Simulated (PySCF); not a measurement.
PbCl, SMILES [Cl][Pb+] (connectivity only; charge and spin as stated), charge +1, multiplicity 1.

Geometry optimised at B3LYP-D3(BJ)/def2-TZVP. The spin state was assumed, not searched. The def2 effective core potentials stand for the cores of Pb; spin–orbit coupling is left out.

Two levels are set side by side: PBE/def2-TZVPD (PySCF) and PBE0/def2-TZVPD (PySCF). Same geometry, gas phase. Differences are taken from unrounded values.

```json
[
 {"quantity": "orbital gap (eV)", "PBE0": "5.72"},
 {"quantity": "highest occupied level (eV)", "PBE0": "-14.58"},
 {"quantity": "lowest empty level (eV)", "PBE0": "-8.86"},
 {"quantity": "mean polarisability (bohr³)", "PBE0": "41.7"}
]
```

What does PBE give, and how far is it from PBE0? (An estimate is asked for; the answer gives what the named calculation found.)


| quantity | PBE | PBE minus PBE0 |
|---|---|---|
| orbital gap (eV) | 3.78 | -1.94 |
| highest occupied level (eV) | -13.37 | 1.21 |
| lowest empty level (eV) | -9.59 | -0.73 |
| mean polarisability (bohr³) | 42.6 | 0.9 |

PBE's occupied levels lie high since its potential decays too fast outside the molecule; exact exchange lowers them and widens the gap. Differences between two approximate levels are no errors against the true value.

Rough cost on one machine, each run with all the roots and properties that it gave: PBE0 against PBE within a factor of 2.
